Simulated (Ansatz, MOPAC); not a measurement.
Species: YOBr (charge 0, singlet). SMILES: [O]=[Y][Br]

Atoms: Y1, O2, Br3. Bonds: Y1-O2, Y1-Br3.

Bond lengths (Å) and angles (degrees) optimised at PM7 with MOPAC; HF/STO-3G with Ansatz (a first-principles code); HF/3-21G with Ansatz; MP2/6-31G* with LANL2DZ past Ar with Ansatz, each started from the B3LYP-D3(BJ)/def2-TZVP structure (Ansatz) of the last column. A row stands for all coordinates that are equal there. 6-31G* holds six Cartesian d functions. No wavenumbers were computed at HF/STO-3G, MP2/6-31G* with LANL2DZ past Ar, so these may be saddle points.

```tsv
coordinate	PM7	HF/STO-3G	HF/3-21G	MP2/6-31G* with LANL2DZ past Ar	B3LYP-D3(BJ)/def2-TZVP
Y1-O2	1.671	1.934	1.774	1.858	1.809
Y1-Br3	2.567	2.564	2.749	2.785	2.684
O2-Y1-Br3	180.0	133.9	122.4	121.7	119.4
```

Mean signed difference of all 2 bond lengths from B3LYP-D3(BJ)/def2-TZVP: PM7 -0.127 Å, HF/STO-3G 0.002 Å, HF/3-21G 0.015 Å, MP2/6-31G* with LANL2DZ past Ar 0.075 Å.
